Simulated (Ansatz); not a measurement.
`[CH3][Sn]([OH])([OH])[Cl]` → `[CH3]`• + `[OH][Sn]([OH])[Cl]`•  (homolysis of the C–Sn bond)

Program: Ansatz. Geometries: PBE0-D4/def2-TZVP. ΔE: electronic, gas phase. CCSD(T)/CBS adds triple-zeta CCSD(T) − MP2 to the extrapolated MP2 energy (def2 sets, frozen cores). This one scheme is used for every species. Functionals use def2-TZVPP. No spin–orbit coupling; open shells (•) take unrestricted orbitals. Elements past krypton have def2 core potentials. For Sn outer-core shells are correlated without core-valence functions, which leaves a few kJ/mol of doubt a bond. One conformer a species, not always the lowest.

| level | ΔE (kJ/mol) | difference from CCSD(T)/CBS |
| --- | --- | --- |
| revPBE-D4 | 271.6 | -48.0 |
| B97M-V | 293.0 | -26.6 |
| BHLYP | 275.1 | -44.5 |
| CAM-B3LYP | 284.0 | -35.6 |
| RPA@PBE/def2-TZVPP | 295.1 | -24.5 |
| MP2/def2-SVP | 310.5 | -9.1 |
| CCSD(T)/def2-SVP | 297.1 | -22.5 |
| HF/def2-TZVPP | 209.4 | -110.2 |
| MP2/def2-TZVPP | 325.8 | 6.2 |
| HF/def2-QZVPP | 208.4 | -111.2 |
| CCSD(T)/CBS | 319.6 | 0 |

Largest T1 diagnostic among the species: 0.018.

From r2SCAN to r2SCAN0 (25 % exact exchange), in def2-TZVPP and without D4, ΔE moves by +6.5 kJ/mol. The D4 term adds +11.4 kJ/mol with B3LYP and +6.4 kJ/mol with PBE0; it sums over pairs of atoms, weighted by their polarisabilities, and B3LYP, whose exchange is more repulsive, gets the larger term.

CCSD(T)/CBS has its own doubt, a few kJ/mol and more with outer-core shells, so smaller differences from it don't rank the levels.

B3LYP here is the variant with VWN-RPA as its local correlation; programs differ in this.
